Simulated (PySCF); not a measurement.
Computed with B3LYP-D3(BJ)/def2-TZVP // BP86-D3(BJ)/def2-SVP run with PySCF. Gas-phase values, no solvent. One relaxed conformer stands for a flexible species; it need not be the lowest. B3LYP has the VWN-RPA correlation part, as in Gaussian. 

Reference species: [Hf(SH)4] (neutral, multiplicity 1).

```yaml
coordination_number: 4
HOMO–LUMO gap: 5.28 eV
LUMO: -2.34 eV
charge on the central atom (Mulliken): 0.96 e
```

After one change: the coordination number is nearly the same; the HOMO–LUMO gap increases by 0.63 eV; the LUMO falls by 0.02 eV; the charge on the central atom (Mulliken) decreases by 0.14 e.

Question: Name the change that produced these shifts. The new species is one of these.
A. [Hf(H)2(SH)2]
B. [Hf(H)4]
C. [Hf(H)3(SH)]

Answer: B, [Hf(H)4]
